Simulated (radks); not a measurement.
Problem. These are the eigenvalues of the occupied orbitals of an atom or ion with whole-number occupations (eV). Method: Dirac Kohn-Sham, PBE, spin-unpolarised, spherical densities, point nucleus; computed with a radial shooting solver on a logarithmic mesh with Libxc functionals.

| orbital | eigenvalue |
|---|---|
| 1s1/2 | -2108.202 |
| 2s1/2 | -197.5080 |
| 2p1/2 | -148.6840 |
| 2p3/2 | -147.7636 |
| 3s1/2 | -33.9549 |
| 3p1/2 | -24.3268 |
| 3p3/2 | -24.2477 |

Which element is it, and in what charge state? The configuration may be excited. Open shells, if any, are shared by 2j + 1.

Solution. Z = 15, phosphorus, charge +2: P2+ in [Ne] 3s2 3p1. The list shows which subshells hold electrons but not how many an open one holds; the 1s level, -77.475 hartree, gives Z - s = 12.4 by -(Z - s)^2/2, which with screening and relativity narrows Z to a few neighbours, and the depths of the outer levels then fix element, charge and occupations together.
